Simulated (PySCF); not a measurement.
## Substituent chemical shifts

Parent skeleton `[SiH3:1][C:2]1([SiH3:3])[CH:4]=[CH:5][SiH2:6]1`; one hydrogen on atom 4 is replaced by X. Hydrogens on one atom are averaged.

[PySCF 2.14: GFN2-xTB geometry; PBE0/pcSseg-1 with gauge-including orbitals; single conformer; in vacuum; non-relativistic; rapidly exchanging positions averaged]

Referencing at the same level of theory: 29Si (349.16 ppm), 13C (186.93 ppm), 1H (31.72 ppm) against TMS.

Parent (X = H): Si1 -63.6, C2 13.4, Si3 -63.6, C4 170.0, C5 133.7, Si6 -28.8, H(Si1) 4.13, H(Si3) 4.13, H(C5) 5.90 ppm. Effects are Δδ = δ(X) − δ(H), positive for deshielding.

Question: Order these by the shift of C2, most shielded first.
A. X = OC2H5
B. X = OSiH3
C. X = CHF2

Answer: C (-3.8 ppm), A (-0.4 ppm), B (+2.1 ppm).

Question: Order these by the shift of C5, most shielded first.
A. X = SOCH3
B. X = OSiH3
C. X = OC2H5
D. X = CHF2

Answer: C (-49.4 ppm), B (-42.2 ppm), A (-6.4 ppm), D (+3.0 ppm).
